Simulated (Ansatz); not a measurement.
CH₇FOSSi₂, SMILES `CO[SiH2]S[SiH2]F` at its PBE0-D4/def2-TZVP geometry, where that method's forces vanish. The species carries charge 0 and has multiplicity 1.

```xyz
13

C     0.3604   -1.6151   -0.8498
O     0.9914   -0.8362    0.1450
Si    0.3360   -0.3381    1.5531
S    -0.0673    1.7723    1.5500
Si   -0.5252    2.0058   -0.4990
F    -1.6890    0.9970   -0.9413
H     0.9446   -2.5233   -1.0142
H    -0.6586   -1.8949   -0.5642
H     0.3160   -1.0487   -1.7827
H    -0.9257   -1.0846    1.7903
H     1.3017   -0.5410    2.6556
H    -1.0127    3.3921   -0.6677
H     0.6285    1.7147   -1.3753
```

**Question.** What forces (eV/Å) does ωB97M-V/def2-TZVPP give on these atoms in Ansatz? (An estimate is asked.)

**Answer.** Computed: 
```
C1  -0.136 -0.200 -0.267
O2   0.114  0.147  0.114
Si3 -0.046 -0.086  0.245
S4   0.001  0.001  0.007
Si5  0.187  0.237 -0.100
F6  -0.086 -0.114 -0.018
H7  -0.059  0.084  0.010
H8   0.080  0.026 -0.017
H9   0.001 -0.047  0.079
H10  0.144  0.081 -0.039
H11 -0.122  0.022 -0.133
H12  0.061 -0.178  0.014
H13 -0.138  0.026  0.107
```
